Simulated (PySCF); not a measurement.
Al(H)(Cl)(OH) (AlClH₂O), SMILES [AlH]([Cl])[OH]. Coordinates come from a B3LYP-D3(BJ)/def2-TZVP optimisation. One conformer was computed; it need not be the lowest.

Calculation: B3LYP-D3(BJ)/def2-TZVP (PySCF 2.14.0).

Harmonic wavenumbers (cm⁻¹): 200, 381, 491, 497, 608, 688, 876, 2025, 3901. Rotational constants (GHz): 24.77, 3.656, 3.186; symmetry number 1.

Q: Work out the zero-point energy and the ideal-gas rigid-rotor harmonic-oscillator thermochemistry at 298.15 K and 1 atm.

A: ZPE = ½ Σ hcν = ½ × 9669 cm⁻¹ = 57.83 kJ/mol. H − E(el) = 72.15 kJ/mol. Entropy in J/(mol K): translation 163.47, rotation 102.61, vibration 22.68, total 288.76. G − E(el) = -13.94 kJ/mol. Cp = 67.93 J/(mol K).
